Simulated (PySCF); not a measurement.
# Ionisation energy of Sr by level of theory

Sr [Kr] 5s2 (1S) → Sr⁺ [Kr] 5s1 (2S), as a difference of total energies. Calculation: PySCF 2.14, in def2-SVP with the def2 core potential (28 electrons) (4s3p2d, 23 functions); a scalar-relativistic core potential. Correlated levels: valence: 4s2 4p6 frozen. The calculations carry no spin-orbit coupling.

| method | ionisation energy (eV) | error (eV) |
| --- | --- | --- |
| UHF | 4.741 | -0.954 |
| BP86 | 5.816 | +0.121 |
| LDA | 5.858 | +0.163 |
| MP2 (valence) | 5.173 | -0.522 |
| SCS-MP2 (valence) | 5.260 | -0.435 |
| CCSD (valence) | 5.410 | -0.285 |

Reference: 5.695 eV (measured; NIST Atomic Spectra Database, ionization energies).

Errors of the correlated levels include the incompleteness of this basis and the frozen core.

With two correlated electrons CCSD is exact in that space.
